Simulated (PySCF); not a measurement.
```xyz
5
charge 0 multiplicity 1, angstrom
Zr    0.0000    0.0000    0.0000
H    -1.0644   -1.0644    1.0644
H    -1.0644    1.0644   -1.0644
H     1.0644    1.0644    1.0644
H     1.0644   -1.0644   -1.0644
```

These are results of PBE0 in PySCF with Zr def2-TZVP with ECP28, H def2-TZVP; scalar-relativistic core potentials, no spin–orbit coupling; density-fitted integrals, not measurements.

This geometry of ZrH₄ is a stationary point at this level.

Question: What is the point group?

Answer: Td.

Question: Is it a minimum?

Answer: Yes: all harmonic wavenumbers are real.

Question: Which band is strongest in the infrared?

Answer: 1687 cm⁻¹ (t2), 1708 km/mol.

Question: What are the dipole moment and the gap between the highest occupied and lowest empty levels?

Answer: 0.00 D and 6.09 eV.

Question: Give the ideal-gas entropy at 298.15 K and 1 bar by parts.

Answer: translation 165.5, rotation 55.4, vibration 10.8, spin 0.0; total 231.8 J/(mol K).

Stability towards spin polarisation was not tested. This need not be the most stable arrangement of these atoms.
